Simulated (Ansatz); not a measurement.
[AlF6]3- (AlF6³⁻). The state is a singlet with charge -3. Geometry r2SCAN-D4/def2-SVPD; atoms count from 1.

Cartesian coordinates in Å:
```
Al 0.000 0.000 0.000
F 1.641 -0.364 0.879
F -1.641 0.364 -0.880
F -0.097 -1.808 -0.567
F 0.096 1.808 0.567
F 0.946 0.446 -1.582
F -0.946 -0.446 1.582
```

A multiply charged anion in the gas phase is held together partly by the finite basis. Removing one electron lowers the energy by 3.73 eV at PBE0-D4/def2-TZVPD, so it isn't bound. The highest occupied level of the charge -3 singlet lies above zero (up to 5.58 eV). By energy differences it is unbound by 3.73 eV (vertical, against the charge -2 doublet, at PBE0-D4/def2-TZVPD) and held by the finite basis.

(1) Estimate the Mulliken populations from the PBE0/def2-TZVPD orbitals of Ansatz.

(2) And the Mayer bond orders between heavy atoms (over 0.3)?

## Answers

(1) 
```
atom  charge (e)
 Al1        1.72
  F2       -0.79
  F3       -0.79
  F4       -0.79
  F5       -0.79
  F6       -0.79
  F7       -0.79
```
Mulliken values depend strongly on the basis. With diffuse functions, as here, like atoms can get unlike values, and bond orders can come out too low or too high.

(2) Al1–F2 0.34 (1.90 Å); Al1–F3 0.34 (1.90 Å); Al1–F4 0.35 (1.90 Å); Al1–F5 0.35 (1.90 Å); Al1–F6 0.35 (1.90 Å); Al1–F7 0.35 (1.90 Å).
